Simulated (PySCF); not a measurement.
# Reading the logs of faulty runs: BC2H7O

Calculated results; nothing here was measured. The program is PySCF 2.14.0, an open-source quantum chemistry code, run on an isolated molecule that a program drew, which may never have been made. The molecule is BC2H7O (charge 0, singlet), drawn as the SMILES string `BC(C)O`.

Each row is a Hartree-Fock (HF) and frozen-core CCSD(T) single point in the cc-pVDZ basis, meant for a local HF minimum. Run 1 is clean. Each other run has one planted mistake out of seven kinds, and not every kind appears here: one electron removed, one electron added, multiplicity raised by two, geometry at a saddle point, minimal basis STO-3G, one bond length entered in bohr, all coordinates scaled. The reference is restricted for singlets and unrestricted otherwise, and also for a bond in bohr. Adding or removing an electron swaps singlet and doublet. Electrons count all cores. HOMO and LUMO are orbital energies over both spins, the gradient is its largest component, and the lowest frequency (negative if imaginary) is given only where the gradient is small. Bond lengths are over the 10 bonds as drawn. T1 is the CCSD diagnostic: over 0.02 (restricted) or 0.045 (unrestricted) a single reference is doubtful.

Geometry of the clean run:
```xyz
11
BC2H7O, angstrom
B    -2.1337    2.2439   -1.5001
C    -1.0317    1.5882   -0.5826
C    -0.3016    2.6023    0.3039
O    -0.1233    0.8425   -1.3637
H    -2.9644    2.9443   -0.9875
H    -2.1749    2.0372   -2.6783
H    -1.5976    0.9106    0.0826
H     0.2540    3.3211   -0.3033
H     0.4172    2.0973    0.9564
H    -1.0006    3.1505    0.9383
H     0.4912    0.4023   -0.7954
```

```
run,electrons,basis functions,<S^2>,HOMO (eV),LUMO (eV),gradient (hartree/bohr),lowest frequency (cm^-1),mean bond (Å),longest bond (Å),T1,HF (hartree),CCSD(T) (hartree),mistake
1,32,91,0.000,-11.74,2.40,2.7e-05,139,1.2248,1.577,0.0091,-179.33662,-179.95756,no fault
2,32,91,0.000,-11.70,2.64,8.6e-02,-,1.1538,1.485,0.0087,-179.29838,-179.90747,all coordinates scaled
3,32,91,0.964,-9.98,2.48,3.3e-02,-,1.3504,2.667,0.0208,-179.23577,-179.81168,one bond length entered in bohr
4,32,27,0.000,-9.31,6.77,6.6e-02,-,1.2248,1.577,0.0059,-177.06410,-177.28980,?
```

**Which mistake was planted in run 4, and what did it cost?**

It has 27 basis functions where the clean run has 91, with the same electrons and geometry. So the mistake is: minimal basis STO-3G. Subtracting run 1 and multiplying by 627.51 kcal/mol a hartree, the energy moved by 1426.0 kcal/mol in HF and 1674.0 kcal/mol in CCSD(T).

